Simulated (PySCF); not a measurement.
**Structure from NMR data**

The spectra below were simulated for a compound C6H12F2OSi.

1H NMR (400 MHz, computed): δ 6.67 (m, 1H), 3.96 (d, 3H), 3.64 (m, 1H), 3.63 (m, 1H), 1.26 (d, 3H), 1.26 (d, 3H).

13C{1H} NMR (computed): δ 160.4 (C), 143.5 (CH), 81.7 (CH), 69.2 (CH), 26.4 (CH3), 25.3 (CH3).

Method: NMR shieldings at PBE0/pcSseg-1/GIAO, structure optimised with GFN2-xTB, in PySCF 2.14 (one conformer, no solvent model, relativity neglected, one averaged value for each set of equivalent atoms).

δ = σ(ref) − σ, references computed at the same level: 1H (σ = 31.72 ppm) and 13C (σ = 186.93 ppm) against TMS.

Task: Which of these isomers gave the spectra?
A. CC(C)O[C@@H]([SiH3])/C(F)=C/F
B. CO[C@](C)(/C=C(/C)F)[SiH2]F
C. CC(C)[C@@H]([SiH3])C(=O)C(F)F
D. CO[C@](C)(/C=C(\C)F)[SiH2]F

Result: A. 

The formula gives 1 degree of unsaturation (no ring in the answer). 6 carbon signals for 6 carbons: no two carbons are equivalent. Carbon types of the structure: 1 × C, 3 × CH, 2 × CH3, leaving 3 H on heteroatoms. δC 160.4: fully substituted alkene carbon; the olefinic region. δC 143.5: alkene CH; an sp2 carbon of a C=C bond. δC 81.7: sp3 CH bonded to O; the inductive effect lowers its shielding. δC 69.2: allylic sp3 CH bonded to O and Si; pulled downfield by the heteroatom. δH 6.67: hydrogen on an alkene CH; attached to an sp2 carbon and in the plane of the double bond.

The others: CO[C@](C)(/C=C(\C)F)[SiH2]F has carbons computed at 174.3, 108.6, 72.9, 49.1, 19.8, 18.3, with a different DEPT pattern; CC(C)[C@@H]([SiH3])C(=O)C(F)F has carbons computed at 212.0, 119.1, 42.6, 36.7, 25.5, 21.2; CO[C@](C)(/C=C(/C)F)[SiH2]F has carbons computed at 165.4, 116.7, 74.8, 51.9, 21.7, 19.0, with a different DEPT pattern.

Splittings by 19F in the carbon and heteronuclear signals aren't shown, as no couplings were computed. Shifts are as computed. Against solution values, carbons near 30 ppm lie about +3 ppm off and those near 130 ppm about +5 ppm. Of 1211 compounds with measured shifts, 218 miss one by over three times the rms of a fit or turn the order of signals round; such compounds aren't used in these exercises. Multiplicities follow the n + 1 count of equivalent neighbours, as no J values were calculated; m marks all less simple cases, F and P coupling included.
